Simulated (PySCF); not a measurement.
C₄H₂Cl₂Si, SMILES C([Si](Cl)(C#C)Cl)#C. Geometry: PBE0-D3(BJ)/def2-SVP.

Question: Give the equilibrium geometry at PBE0-D3(BJ)/def2-SVP (PySCF confirms it by a frequency run) as Cartesian coordinates in Å, and its point group. (Estimate from the structure and the level; the computed values follow.)

Answer: point group C2v.
```xyz
9

C     -2.4935     0.0000     1.7610
C     -1.4950     0.0000     1.0672
Si     0.0000     0.0000     0.0392
Cl     0.0000     1.6673    -1.1540
Cl     0.0000    -1.6673    -1.1540
C      1.4950     0.0000     1.0672
C      2.4935     0.0000     1.7610
H     -3.3780     0.0000     2.3741
H      3.3780     0.0000     2.3741
```
